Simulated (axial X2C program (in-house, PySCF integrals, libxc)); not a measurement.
## Curves of RhOH from open-shell CI on d8 s0

Computed with an in-house all-electron X2C program for linear molecules (integrals from PySCF): two-component X2C with atomic mean-field Coulomb and Gaunt terms, basis Rh dyall-v3z, O dyall-av3z, H dyall-v3z (cores contracted in-house). Orbitals come from Hartree–Fock averaged over the configuration Rh d8 s0; CI then distributes these electrons over the d, s shells of Rh.

Scan along the Rh–O bond with OH moving as one mass, its bond held at 0.950 Å; masses Rh 102.906 u, O 15.995 u, H 1.008 u. Energies in cm⁻¹ from the lowest point; levels are followed by energy order within each Ω. Lowest level at 2.007 Å: 100% d8.

```
R (Å)  (1)Ω=0  (1)Ω=1  (1)Ω=2  (1)Ω=3  (1)Ω=4
1.867    1347    1430    1724    2613    3386
1.937     275     334     550    1272    2228
2.007       0      40     204     805    1858
2.087     381     407     532    1036    2122
2.168    1285    1302    1405    1840    2906
2.258    2681    2693    2783    3163    4170
2.368    4702    4714    4797    5131    6039
```

(1) Fit the curves (1)Ω=0, (1)Ω=1, (1)Ω=2, (1)Ω=3, (1)Ω=4 near their minima.

The 5 lowest curves are shown; the next is (2)Ω=0, from 2112 cm⁻¹.

Dynamic correlation is missing, so gaps between terms are too wide and other configurations may lie lower; the lowest level listed is that of this model, not necessarily the ground state. For d shells the ligand-field splittings (σ, π, δ) and their order can be off by a thousand cm⁻¹ or more. At most 4 roots were kept for each Ω > 0 (twice that for Ω = 0) within 3.2 eV of the lowest, so higher up levels can be missing between those listed; levels with Ω > 0 are doubly degenerate and listed once, Ω = 0 levels singly. States that fill the shells left empty in the average are placed too high. The molecule was held linear; bending was not examined.

Results:

(1) From the open-shell CI curves, Te from the lowest:

```json
{"level": "(1)Ω=0", "Te (cm⁻¹)": "0", "Re (Å)": "2.002", "ωe (cm⁻¹)": "526.2"}
{"level": "(1)Ω=1", "Te (cm⁻¹)": "41", "Re (Å)": "2.004", "ωe (cm⁻¹)": "526.3"}
{"level": "(1)Ω=2", "Te (cm⁻¹)": "206", "Re (Å)": "2.009", "ωe (cm⁻¹)": "528.0"}
{"level": "(1)Ω=3", "Te (cm⁻¹)": "796", "Re (Å)": "2.020", "ωe (cm⁻¹)": "527.6"}
{"level": "(1)Ω=4", "Te (cm⁻¹)": "1857", "Re (Å)": "2.014", "ωe (cm⁻¹)": "508.3"}
```

Without dynamic correlation distances can be off by several hundredths of an Å (long for ionic bonds, short for multiple bonds) and the wavenumbers are rough.
